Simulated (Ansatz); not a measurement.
Abridged output of a molecular run in Ansatz:

```
Functional definition: HF
1545 factors; integrals over basis functions are off by at most 1.1e-3 eV
mean field evaluation 1: about -61101.2906 eV, gradient 3.9e1 eV
mean field evaluation 2: about -61101.3699 eV, gradient 3.9e1 eV
mean field evaluation 4: about -61105.5288 eV, gradient 3.6e0 eV
mean field evaluation 8: about -61105.5884 eV, gradient 2.5e-1 eV
mean field evaluation 16: about -61105.5888 eV, gradient 2.1e-6 eV
mean field -61105.58878797 eV, -2245.5889691023 hartree, gradient 2.1e-6 eV, S^2 0.000000; 0 other end points of the search recorded, 0 dependent functions left out
16 core orbitals not correlated: weight in the atoms' cores, before any rotation towards them, 1.000 or more for the frozen orbitals, at most 0.000 for the correlated occupied ones
reference -61105.58878797 eV, -2245.5889691023 hartree; 16, 16 occupied and 232, 232 virtual orbitals, 1545 factors
second order -18.20581889 eV of doubles, -0.00000000 eV of singles
cycle   1  -18.74696106 eV  change   -5.4e-1 eV  update   1.1e-1
cycle   2  -19.35071677 eV  change   -6.0e-1 eV  update   3.3e-2
cycle   3  -19.44577955 eV  change   -9.5e-2 eV  update   1.6e-2
cycle   4  -19.44115980 eV  change    4.6e-3 eV  update   4.0e-3
cycle   5  -19.44028513 eV  change    8.7e-4 eV  update   1.6e-3
cycle   6  -19.43987673 eV  change    4.1e-4 eV  update   5.1e-4
cycle   7  -19.43980717 eV  change    7.0e-5 eV  update   2.1e-4
cycle   8  -19.43984243 eV  change   -3.5e-5 eV  update   6.8e-5
cycle   9  -19.43985476 eV  change   -1.2e-5 eV  update   2.4e-5
perturbative correction -0.73716267 eV, -0.0270902286 hartree
Total energy: -61125.76580540 eV, -2246.3304608164 hartree
```

Its atoms:

Cartesian coordinates in Å:
```
C 0.1877 1.6840 -0.9951
Al 0.0170 0.0024 0.0012
C -1.3581 -0.1019 1.3970
Ga 1.4905 -1.9848 -0.5042
H 0.8583 1.6339 -1.8555
H -0.7922 2.0236 -1.3486
H 0.5640 2.4702 -0.3294
H -1.5561 0.8744 1.8497
H -2.3016 -0.4407 0.9506
H -1.1175 -0.8080 2.1958
H 2.8902 -2.2418 0.1942
H 1.1180 -3.1113 -1.5555
```

Q: Which basis set was used?
A. def2-TZVPP
B. cc-pV(Q+d)Z
C. def2-TZVPPD
D. def2-QZVPP

A: A. It gives 264 functions.

Q: Write the keys of the input that set method, charge and spin (a neutral closed shell needs none for the last two).

A: 
```yaml
correlation: {method: ccsd_t}
```
